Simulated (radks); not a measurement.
Q: Species: Sn. Configuration: [Kr] 4d7 5s1.5 5p5.5 (fractional occupations, a model configuration). All-electron calculation, scalar-relativistic Kohn-Sham, PBEsol, spin-polarised, spherical densities, finite nucleus; open shells are filled with parallel spins first (spin-orbit coupling, left out, can overturn this in heavy ions); Fermi nuclear charge, rms radius 4.6519 fm. Program: a radial shooting solver on a logarithmic mesh with Libxc functionals. Some entries of the table are withheld. Estimate them.

orbital,occ.,eigenvalue (eV),<r^2> (bohr^2)
1s up,1,-29021.56,0.001144
1s down,1,-29021.50,0.001144
2s up,1,-4404.088,0.01859
2s down,1,-4403.173,0.01859
2p up,3,-3956.929,0.01467
2p down,3,-3956.203,0.01467
3s up,1,-869.5324,0.1318
3s down,1,-868.9941,0.1317
3p up,3,-723.4935,0.1324
3p down,3,-722.8921,0.1323
3d up,5,-498.7460,0.1174
3d down,5,-497.8903,0.1172
4s up,1,-156.3603,0.7350
4s down,1,-153.2423,0.7344
4p up,3,-111.2876,0.8517
4p down,3,-108.1468,0.8525
4d up,5,-44.9227,1.202
4d down,2,-41.8750,1.217
5s up,1,-17.0271,4.832
5s down,0.5,-15.6460,5.057
5p up,3,(1),7.413
5p down,2.5,(2),7.988

A: 
(1) 5p up eigenvalue (eV): -7.5447
(2) 5p down eigenvalue (eV): -6.6213
